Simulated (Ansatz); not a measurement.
`N1[SiH2]OP1`, relaxed with RKS PBE0-D4/def2-TZVP in Ansatz from a PBE-D4/def2-SVP geometry. The force threshold is 0.005 eV/Å; the program also tests the step.

Total charge 0; spin multiplicity 1.

Start:

```xyz
8

N    -0.840    0.435    0.455
Si   -0.056   -0.444   -0.859
O     1.316   -0.590    0.152
P     0.579    0.217    1.486
H    -1.773    0.276    0.843
H     0.247    0.341   -2.105
H    -0.704   -1.746   -1.244
H     1.229    1.511    1.273
```

| step | energy (eV) | largest force (eV/Å) | largest move (Å) |
| --- | --- | --- | --- |
| 1 | -20761.5024 | 1.070 | 0.000 |
| 2 | -20761.5717 | 0.701 | 0.039 |
| 3 | -20761.5966 | 0.179 | 0.032 |
| 4 | -20761.5983 | 0.057 | 0.012 |
| 5 (rejected) | -20761.5977 | 0.271 | 0.020 |
| 6 | -20761.5987 | 0.032 | 0.010 |
| 7 | -20761.5988 | 0.005 | 0.009 |

End:

```xyz
8

N    -0.829    0.420    0.453
Si   -0.053   -0.437   -0.838
O     1.280   -0.589    0.159
P     0.573    0.213    1.451
H    -1.746    0.279    0.840
H     0.254    0.351   -2.058
H    -0.684   -1.722   -1.233
H     1.204    1.485    1.226
```

It took 30 s on 2 threads of an Arm Neoverse V1 on a shared host, with 0.34 GiB of host memory at the peak.
